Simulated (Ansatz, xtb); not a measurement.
**Relative energy of two isomers of C4H4BrFO3**

Structure I: `O=C(O)[C@@H]1OC[C@@]1(F)Br`, a singlet. Structure II: `O=C(O)CO/C(Br)=C/F`, a singlet. Both are isolated molecules in the gas phase, relaxed with PBE0-D3(BJ)/def2-SVP, each in the lowest conformer that the search found.

I (Å):

```xyz
13

C     2.9741   -0.8112    0.6010
C     1.4807   -0.6395    0.8203
C     0.3979   -0.0566   -0.8299
C     0.9938    0.7416    0.3284
Br   -0.2929    1.5938    1.4936
F     1.9485    1.6319    0.0106
O     3.4735   -1.1853   -0.4206
O     3.6515   -0.4557    1.6936
O     0.7057   -1.2808   -0.1679
H     4.5956   -0.5252    1.4816
H     1.2075   -0.9158    1.8500
H    -0.6763    0.0688   -1.0284
H     0.9851    0.0848   -1.7539
```

II (Å):

```xyz
13

C    -0.3771   -2.1135    0.9842
C     0.0930   -0.8690    0.2743
C     1.6805   -0.2063   -1.2909
C     1.6926   -0.2391   -2.6257
Br    2.5107    1.2156   -0.3511
F     2.2943    0.6783   -3.3610
O     0.0694   -3.2142    0.8462
O    -1.3877   -1.8077    1.8070
O     1.1542   -1.2068   -0.5775
H    -1.6566   -2.6325    2.2401
H     0.4043   -0.1238    1.0284
H    -0.7539   -0.4324   -0.2859
H     1.2194   -1.0518   -3.1820
```

Question: Estimate E(II) − E(I) at the level CCSD(T)/def2-SVP + ΔMP2/def2-TZVPP.

Answer: Calculated at CCSD(T)/def2-SVP + ΔMP2/def2-TZVPP: E(II) − E(I) = +0.202 eV, so structure I lies lower.

How the difference moves with the method:

```
                             level              geometry  E(II) − E(I) (eV)  departure from the last row (eV)  job, with rough time for the two
                          GFN2-xTB              GFN2-xTB              +0.210                            +0.007              optimisation, 0.23 s
                         HF/STO-3G              GFN2-xTB              +0.973                            +0.771              single point, 0.74 s
                r2SCAN-D4/def2-SVP              GFN2-xTB              +0.214                            +0.012               single point, 5.7 s
              PBE0-D3(BJ)/def2-SVP  PBE0-D3(BJ)/def2-SVP              +0.253                            +0.051             optimisation, 1.8 min
                       HF/def2-SVP  PBE0-D3(BJ)/def2-SVP              +0.101                            −0.102           part of the CCSD(T) run
                      MP2/def2-SVP  PBE0-D3(BJ)/def2-SVP              +0.237                            +0.035           part of the CCSD(T) run
                  CCSD(T)/def2-SVP  PBE0-D3(BJ)/def2-SVP              +0.193                            −0.009                      single point
CCSD(T)/def2-SVP + ΔMP2/def2-TZVPP  PBE0-D3(BJ)/def2-SVP              +0.202                                               single point, 4.8 min
```

As drawn, II has 1 C=C in place of 2 C–C. Structure I has a 4-membered ring, II no ring.

None of the levels shown reverses the order. The largest departure from CCSD(T)/def2-SVP + ΔMP2/def2-TZVPP is that of HF/STO-3G, 0.771 eV. The last row adds to CCSD(T) the change of the MP2 difference between the two basis sets, here +0.009 eV.

With thermal terms from frequencies at re-optimised GFN2-xTB minima (ideal gas, soft modes damped towards free rotors, one conformer each, 298.15 K, 1 atm): the zero-point term adds −0.061 eV; ΔH is +0.171 and ΔG +0.085 eV.

The correlated steps freeze 17 core orbitals; the filled d shell of Br is correlated, in a basis made for valence electrons. Mirror images aren't counted in ΔG. Run with Ansatz 0.2.0, xtb 6.7.1; the last row on 4 threads of Arm Neoverse V1 on a shared host.
